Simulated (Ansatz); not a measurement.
Consider the redistribution: `[AlH2][NH][SiH2][SiH3]` + `OBC(F)[SiH3]` → `FC([SiH3])[SiH2][SiH3]` + `OB[NH][AlH2]`.

Computed with Ansatz on PBE0-D4/def2-TZVP structures; ΔE is electronic, products minus reactants. CBS: MP2 limit from def2 TZ/QZ plus the TZ coupled-cluster correction, frozen cores. Functionals use def2-TZVPP. B3LYP here is the variant with VWN-RPA as its local correlation; programs differ in this. Each species was taken in one conformer, which may not be the lowest.

(1) Is it downhill or uphill in electronic energy at CCSD(T)/CBS, and by how much? (An estimate is asked.)

(2) What do these levels give: PBE0-D4, B3LYP-D4, ωB97X-V, HF/def2-QZVPP, HF/CBS(def2), MP2/CBS(def2)? (Estimate.)

Largest T1 diagnostic among the species: 0.013.

Results:

(1) The calculation gave: Downhill: ΔE = -7.8 kcal/mol.

(2) Computed: PBE0-D4 -8.5, B3LYP-D4 -8.0, ωB97X-V -7.6, HF/def2-QZVPP -5.2, HF/CBS(def2) -5.1, MP2/CBS(def2) -7.6 kcal/mol.

In def2-TZVPP, CCSD(T) changes the Hartree–Fock value by −2.3 kcal/mol (the triples alone add −0.5 kcal/mol) and MP2 by −2.2 kcal/mol. The D4 term adds −0.9 kcal/mol with B3LYP and −0.5 kcal/mol with PBE0; it sums over pairs of atoms, weighted by their polarisabilities, and B3LYP, whose exchange is more repulsive, gets the larger term.
